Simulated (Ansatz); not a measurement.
System: BNH4, charge 0, triplet. This triplet is an excited state, 4.5 eV above the singlet at CCSD(T)/cc-pVQZ (Ansatz, a quantum-chemistry and plane-wave program). BNH4 (parent SMILES BN, triplet).
B3LYP-D3(BJ)/def2-TZVP minimum from Ansatz:
```
N
H 1 1.0113
H 1 1.0168 2 112.37
B 1 1.4430 2 123.77 3 -180.00
H 4 1.2379 1 114.25 2 124.29
H 4 1.2379 5 97.76 1 -121.07
```
Charge 0, spin multiplicity 3.

Total energies in cc-pVDZ, 12 correlated electrons, 2 frozen orbitals. Open shells are spin-unrestricted; no spin-orbit coupling. Cores are frozen in correlated methods. No relativity. The T1 diagnostic of H4BN (parent SMILES BN, triplet) reaches 0.049 in the sets run. The spin of H4BN (parent SMILES BN, triplet) was assumed, and the state is the lowest solution found for it.

```tsv
method	program	energy (Eh)	minus CCSDT(Q) (mEh)
HF	Ansatz	-81.34604	292.02
MP2	Ansatz	-81.59083	47.23
CCSD	Ansatz	-81.62879	9.26
CCSD(T)	Ansatz	-81.63646	1.60
CCSDT(Q)	Ansatz	-81.63806	0.00
```
